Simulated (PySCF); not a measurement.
Electric properties by functional and basis

C3H7NSi.
SMILES: `CC#C[SiH2]N`

PySCF, dipoles from the SCF density, polarisabilities from static response with core orbitals frozen. Isolated species at its PBE0-D3(BJ)/def2-SVP geometry (one conformer only).

How do dipole and polarisability depend on functional and basis here?

```json
{"level": "LDA/def2-SVPD", "μ (D)": "2.275", "α (Å³)": "11.55", "anisotropy (Å³)": "7.41"}
{"level": "PBE/def2-SVPD", "μ (D)": "2.225", "α (Å³)": "11.37", "anisotropy (Å³)": "7.32"}
{"level": "B3LYP/def2-SVPD", "μ (D)": "2.211", "α (Å³)": "10.96", "anisotropy (Å³)": "6.71"}
{"level": "PBE0/def2-SVPD", "μ (D)": "2.241", "α (Å³)": "10.86", "anisotropy (Å³)": "6.68"}
{"level": "BHandHLYP/def2-SVPD", "μ (D)": "2.229", "α (Å³)": "10.49", "anisotropy (Å³)": "6.17"}
{"level": "CAM-B3LYP/def2-SVPD", "μ (D)": "2.221", "α (Å³)": "10.72", "anisotropy (Å³)": "6.32"}
{"level": "wB97X-D/def2-SVPD", "μ (D)": "2.256", "α (Å³)": "10.76", "anisotropy (Å³)": "6.33"}
{"level": "LC-wPBE/def2-SVPD", "μ (D)": "2.237", "α (Å³)": "10.43", "anisotropy (Å³)": "6.03"}
{"level": "HF/def2-SVPD", "μ (D)": "2.302", "α (Å³)": "10.05", "anisotropy (Å³)": "5.61"}
{"level": "PBE0/6-31G*", "μ (D)": "2.390", "α (Å³)": "8.71", "anisotropy (Å³)": "6.47"}
{"level": "PBE0/6-31+G*", "μ (D)": "2.359", "α (Å³)": "9.92", "anisotropy (Å³)": "6.94"}
{"level": "PBE0/def2-SVP", "μ (D)": "2.298", "α (Å³)": "9.14", "anisotropy (Å³)": "6.41"}
{"level": "PBE0/aug-cc-pVDZ", "μ (D)": "2.198", "α (Å³)": "11.12", "anisotropy (Å³)": "6.88"}
{"level": "PBE0/def2-TZVP", "μ (D)": "2.308", "α (Å³)": "10.30", "anisotropy (Å³)": "6.75"}
{"level": "PBE0/def2-TZVPD", "μ (D)": "2.258", "α (Å³)": "11.08", "anisotropy (Å³)": "6.82"}
```

The anisotropy is √(½[(α1 − α2)² + (α2 − α3)² + (α3 − α1)²]). The dipole runs from 2.20 D (PBE0/aug-cc-pVDZ) to 2.39 D (PBE0/6-31G*). No reference polarisability is at hand; against PBE0 in the largest diffuse basis at hand (def2-TZVPD) the other PBE0 rows deviate by 6-31G* -21%, 6-31+G* -10%, def2-SVP -18%, def2-SVPD -2%, aug-cc-pVDZ 0%, def2-TZVP -7%. In one basis (def2-SVPD) the functionals order the polarisability from HF (lowest) to LDA (highest), a spread of 15%. With PBE0 the polarisability is 9.38 Å³ without diffuse functions (mean of 6-31G*, def2-SVP and def2-TZVP) and 10.75 Å³ with them (mean of 6-31+G*, def2-SVPD, aug-cc-pVDZ and def2-TZVPD).
